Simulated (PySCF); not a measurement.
Stepwise substitution at one centre (Al NH2-SH). Gas-phase values, no solvent. One relaxed conformer stands for each flexible species; it need not be the lowest. Strings in code marks are SMILES.

Level of theory: PBE-D3(BJ)/def2-TZVP in PySCF 2.14.0. Excitations are Tamm–Dancoff values on a coarser integration grid. The basis has no diffuse functions, so Rydberg states are missing or too high.

| species | HOMO (eV) | T1 excitation (TDA) (eV) |
|---|---|---|
| 0 of 3 NH2 replaced by SH | -5.29 | 4.59 |
| 1 of 3 NH2 replaced by SH | -5.67 | 4.66 |
| 2 of 3 NH2 replaced by SH (`[SH][Al]([SH])[NH2]` (S–Al–S–H torsion -16°, S–Al–S–H torsion -17°)) | -6.08 | 4.78 |
| 3 of 3 NH2 replaced by SH (`[Al]([SH])([SH])[SH]`) | -6.54 | 4.87 |
